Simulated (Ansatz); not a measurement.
A made-up structure of MgZnH2O, closed shell:

```tsv
atom	x (Å)	y (Å)	z (Å)
Mg1	1.6521	0.6885	-0.1830
O2	0.0491	0.0190	-0.0040
Zn3	-1.5935	-0.6645	0.1770
H4	-2.9989	-1.2493	0.3317
H5	3.2308	1.3480	-0.3594
```

It is relaxed with PBE-D4/def2-SVP and then PBE0-D4/def2-TZVP (Ansatz 0.2.0). Atoms count as bonded within 1.22 times the sum of their covalent radii (H–H: 0.88 Å). The end point is not checked to be a true minimum.

(1) Does its bonding change? (A judgement: the text doesn't fix the answer.)

## Answers

(1) Computed: No: no bond forms or breaks.

Where it ends: The first stage lowers the energy by 0.05 eV in 4 steps. It ends as MgZnH₂O ([MgH][O][ZnH]):
```xyz
5
angstrom
Mg 1.6614 0.6925 -0.1841
O 0.0199 0.0071 -0.0011
Zn -1.5839 -0.6605 0.1759
H -2.9751 -1.2396 0.3293
H 3.2174 1.3422 -0.3577
```

Labels in which every atom is bracketed show which atoms are joined, not bond orders.

For scale, one of the runs: PBE0-D4/def2-TZVP relaxation, 123 basis functions, launched by `ansatz run in.yaml --threads 2 --pin off --events-out ev --progress --plain --max-ram 4352MiB`. Hardware: 2 CPU threads of an Arm Neoverse V2, shared host. Wall time about 11 s.
